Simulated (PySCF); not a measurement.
# Reading the logs of faulty runs: BH4N2Si cation

Calculated results; nothing here was measured. They come from PySCF 2.14.0, an open-source quantum chemistry program, on an isolated molecule that a program drew, which may never have been made. The molecule is BH4N2Si cation (charge +1, singlet), drawn as the SMILES string `NB=N[SiH2+]`.

Each row is a Hartree-Fock (HF) and frozen-core CCSD(T) single point in the cc-pV(D+d)Z basis, meant for a local HF minimum. Run 1 is clean. Each other run has one planted mistake out of seven kinds, and not every kind appears here: one electron removed, one electron added, multiplicity raised by two, geometry at a saddle point, minimal basis STO-3G, one bond length entered in bohr, all coordinates scaled. The reference is restricted for singlets and unrestricted otherwise, and also for a bond in bohr. Adding or removing an electron swaps singlet and doublet. Electrons count all cores. HOMO and LUMO are orbital energies over both spins, the gradient is its largest component, and the lowest frequency (negative if imaginary) is given only where the gradient is small. Bond lengths are over the 7 bonds as drawn. T1 is the CCSD diagnostic: over 0.02 (restricted) or 0.045 (unrestricted) a single reference is doubtful.

Geometry of the clean run:
```xyz
8
BH4N2Si cation, angstrom
N     0.1103   -0.2263   -2.3016
B     0.8649    0.0591   -1.2245
N     1.5896    0.3327   -0.1907
Si    2.4831    0.6712    1.0827
H    -0.0546    0.4362   -3.0365
H    -0.3305   -1.1180   -2.4312
H     3.1069    1.9815    1.2304
H     2.6977   -0.3216    2.1297
```

```
run  electrons  basis functions  <S^2>  HOMO (eV)  LUMO (eV)  gradient (hartree/bohr)  lowest frequency (cm^-1)  mean bond (Å)  longest bond (Å)      T1  HF (hartree)  CCSD(T) (hartree)                     mistake
  1         36               85  0.000     -16.51      -4.00                  2.2e-05                       110         1.3076             1.592  0.0177    -424.69017         -425.21236                    no fault
  2         36               85  0.000     -17.14      -3.73                  7.8e-02                         -         1.2148             1.479  0.0143    -424.62827         -425.13342      all coordinates scaled
  3         35               85  0.848     -22.64     -13.03                  9.7e-02                         -         1.3076             1.592  0.0305    -424.15263         -424.64311        one electron removed
  4         36               85  2.050     -11.66      -6.97                  1.4e-01                         -         1.3076             1.592  0.0393    -424.54182         -425.04301  multiplicity raised by two
  5         36               28  0.000     -14.32      -1.08                  4.9e-02                         -         1.3076             1.592  0.0299    -419.66518         -419.90735                           ?
  6         36               85  1.087     -14.03      -4.11                  2.6e-02                         -         1.4718             2.441  0.0305    -424.45489         -424.95684                           ?
```

**Which mistake was planted in run 5, and what did it cost?**

It has 28 basis functions where the clean run has 85, with the same electrons and geometry. So the mistake is: minimal basis STO-3G. Subtracting run 1 and multiplying by 627.51 kcal/mol a hartree, the energy moved by 3153.2 kcal/mol in HF and 3328.9 kcal/mol in CCSD(T).

**Which mistake was planted in run 6, and what did it cost?**

The mean bond changes by a factor of 1.126 and the longest by 1.533, so the molecule wasn't scaled as a whole. A length L in bohr read as angstrom grows by (1/0.5292 - 1) L = 0.890 L. The 7 bonds together grew by 7 x 0.1642 = 1.149 Å, which gives L = 1.292 Å. That is bond B2-N3, 1.292 Å in the clean geometry. So the mistake is: one bond length entered in bohr. Subtracting run 1 and multiplying by 627.51 kcal/mol a hartree, the energy moved by 147.6 kcal/mol in HF and 160.3 kcal/mol in CCSD(T).

Cautions from the logs. Run 5: T1 is over the limit, so its CCSD(T) energy is less reliable.
